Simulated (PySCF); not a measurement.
## Simulated absorption spectrum

Species: SnPhMe3, C9H14Sn.
SMILES: `[CH3][Sn]([CH3])([CH3])[C]1=CC=CC=C1`

Method: TDDFT B3LYP/def2-SVPD, vertical, gas phase, core orbitals frozen in the response, def2 core potentials past Kr in PySCF. The structure is a single PBE0-D3(BJ)/def2-SVP conformer in the gas phase; no vibrational or solvent corrections. Spin–orbit coupling is left out.

Computed states:

```
state  E (eV)       f
   S1    5.29  0.0000
   S2    5.83   0.098
   S3    5.88   0.026
   S4    5.91  0.0002
   S5    6.08   0.025
   S6    6.25  0.0003
   S7    6.38  0.0021
   S8    6.41   0.217
   S9    6.41   0.068
  S10    6.53  0.0006
```

Broadening: Gaussians 0.4 eV wide at half height, area fixed by f = 4.319×10⁻⁹ ∫ε dν̃. The cross-section is σ = 3.8235×10⁻²¹ ε cm², given in Mb (10⁻¹⁸ cm²). The width is an assumption, not a result. The curve ends short of the highest state used, and states not computed would add to its high-energy end.

(1) Give the broadened spectrum and its maxima.

(2) On this curve, what absorbance would a 10⁻³ mol/L sample give at 222 nm over a 1 cm path?

(3) Coming from long wavelengths, where does ε first pass 100 L mol⁻¹ cm⁻¹?

(4) Does any computed singlet lie in the visible range?

Answers

(1) 
| E (eV) | σ (Mb) |
| --- | --- |
| 4.69 | 0.00 |
| 4.73 | 0.00 |
| 4.76 | 0.00 |
| 4.80 | 0.00 |
| 4.83 | 0.00 |
| 4.87 | 0.00 |
| 4.90 | 0.00 |
| 4.94 | 0.00 |
| 4.97 | 0.00 |
| 5.01 | 0.00 |
| 5.04 | 0.00 |
| 5.08 | 0.00 |
| 5.12 | 0.00 |
| 5.15 | 0.01 |
| 5.19 | 0.02 |
| 5.22 | 0.04 |
| 5.26 | 0.10 |
| 5.29 | 0.18 |
| 5.33 | 0.37 |
| 5.36 | 0.61 |
| 5.40 | 1.15 |
| 5.43 | 1.78 |
| 5.47 | 3.04 |
| 5.51 | 4.92 |
| 5.54 | 6.82 |
| 5.58 | 10.04 |
| 5.61 | 12.95 |
| 5.65 | 17.36 |
| 5.68 | 20.88 |
| 5.72 | 25.52 |
| 5.75 | 28.68 |
| 5.79 | 32.06 |
| 5.82 | 33.78 |
| 5.86 | 34.82 |
| 5.90 | 34.50 |
| 5.93 | 33.58 |

Maxima: 211 nm (5.87 eV), ε about 9100, made up of S2 (70%) and S3 (19%) (ε in L mol⁻¹ cm⁻¹; maxima over ε = 5, shares over 10%).

(2) 222 nm is 5.585 eV, where ε is about 2700 L mol⁻¹ cm⁻¹, so A = ε c l ≈ 2.7 (Beer–Lambert, with the gas-phase spectrum and the assumed width).

(3) At about 232 nm (5.33 eV), 0.04 eV above S1.

(4) No computed singlet lies in the visible range (380 to 750 nm); the lowest, at 234 nm, stands 2.03 eV above its violet end (3.26 eV).
